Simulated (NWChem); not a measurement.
System: CH4Te; SMILES [TeH]C

Program: NWChem. All runs use the structure optimised with PBE-D3(BJ)/def2-SVP. def2 effective core potentials on Te; no spin-orbit coupling. Vertical excitations in the gas phase.

Question: What does the run give for B3LYP/def2-SVPD, full TDDFT? Quantities: lowest excitation, singlet (eV); oscillator strength of that lowest state; lowest state with f > 0.02, singlet (eV); oscillator strength of that bright state; orbital gap (eV).

Answer: 
* **lowest excitation, singlet (eV)**: 3.67
* **oscillator strength of that lowest state**: 0.001
* **lowest state with f > 0.02, singlet (eV)**: 4.57
* **oscillator strength of that bright state**: 0.023
* **orbital gap (eV)**: 4.78
